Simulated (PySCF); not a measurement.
Spin-rotation constants: `InChI=1S/C4H4FNSe2/c1-2-3(7)4(5)6-8-2/h7H,1H3`

Molfile (atoms numbered from 1):
```
C4H4FNSe2
     RDKit          3D

 12 12  0  0  0  0  0  0  0  0999 V2000
   -1.7301   -0.3993   -0.0846 C   0  0  0  0  0  0  0  0  0  0  0  0
   -0.2501   -0.5402   -0.0386 C   0  0  0  0  0  0  0  0  0  0  0  0
    0.6110   -2.2100   -0.1375 Se  0  0  0  0  0  2  0  0  0  0  0  0
    2.1904   -1.4074   -0.0288 N   0  0  0  0  0  0  0  0  0  0  0  0
    2.0186   -0.1329    0.0615 C   0  0  0  0  0  0  0  0  0  0  0  0
    3.0684    0.6801    0.1600 F   0  0  0  0  0  0  0  0  0  0  0  0
    0.7102    0.4282    0.0596 C   0  0  0  0  0  0  0  0  0  0  0  0
    0.5800    2.3212    0.1891 Se  0  0  0  0  0  2  0  0  0  0  0  0
   -2.0244    0.6146    0.1877 H   0  0  0  0  0  0  0  0  0  0  0  0
   -2.1023   -0.6099   -1.0877 H   0  0  0  0  0  0  0  0  0  0  0  0
   -2.2033   -1.0972    0.6044 H   0  0  0  0  0  0  0  0  0  0  0  0
   -0.8670    2.3521    0.0890 H   0  0  0  0  0  0  0  0  0  0  0  0
  1  2  1  0
  2  3  1  0
  3  4  1  0
  4  5  2  0
  5  6  1  0
  5  7  1  0
  7  8  1  0
  7  2  2  0
  1  9  1  0
  1 10  1  0
  1 11  1  0
  8 12  1  0
M  END
```

Computed, not measured: GIAO HF/pcSseg-1 magnetisability, rotational g tensor and spin-rotation constants, non-relativistic, gas phase in PySCF 2.14.0. Geometry: GFN2-xTB.

The calculation is non-relativistic, which matters for the atoms heavier than Zn.

Q: Give the nuclear spin-rotation constants along the inertial axes (H = +C I·J) beside the isotropic shieldings.

A: Rotational constants 1.8772, 0.5749, 0.4413 GHz. A star marks the isotopologue with that one atom substituted, in its own axes.
```
atom  isotope  Caa (kHz)  Cbb (kHz)  Ccc (kHz)  mean (kHz)  σ (ppm)
  N4      14N      0.394      0.130      0.015       0.179    -30.2
  F6      19F      2.963      0.614      0.259       1.279    283.0
  H9       1H      0.022     -0.051     -0.049      -0.026     29.4
 H10       1H     -0.191     -0.047     -0.003      -0.080     29.4
 H11       1H     -0.120     -0.044     -0.021      -0.062     29.3
 H12       1H     -0.218      0.023     -0.053      -0.083     28.4
  C1     13C*      0.271      0.071      0.053       0.132    175.6
  C2     13C*      0.873      0.324      0.065       0.421      3.6
 Se3    77Se*      5.668      1.107      0.917       2.564   1006.5
  C5     13C*      0.530      0.305      0.118       0.318     22.9
  C7     13C*      0.658      0.193      0.065       0.305     79.0
 Se8    77Se*      2.058      0.934      0.541       1.178   1884.1
```
For the geometry as given, no vibrational averaging.

Q: How do the rotational constants and the g tensor change when H9, H10, H11, H12 are replaced by deuterium?

A: Constants 1.6963, 0.5690, 0.4283 GHz; g -0.0286, -0.0095, 0.0003, against -0.0313, -0.0096, 0.0004 before.
